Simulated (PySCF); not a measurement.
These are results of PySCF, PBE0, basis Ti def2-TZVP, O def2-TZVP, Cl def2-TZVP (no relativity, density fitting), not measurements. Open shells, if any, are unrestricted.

Question: What shape and geometry does isolated doublet TiOCl take (every ligand bound to Ti)?

Answer: Formally Ti is in oxidation state +3, d1, with 1 unpaired electron. The Mulliken spin on Ti is 1.13. The polar-tensor charge on Ti, 1.78, is far below the formal one. The lowest minimum found is a doublet of Cs symmetry with Ti–Cl 2.287 Å, Ti–O 1.607 Å; Cl–Ti–O 130.8°. Its harmonic wavenumbers are 108 (a'), 406 (a'), 1063 (a') cm⁻¹ and its dipole moment is 4.95 D.

This need not be the most stable arrangement of these atoms. Open d and f shells are described by one determinant, and the ground state may have another occupation or spin.
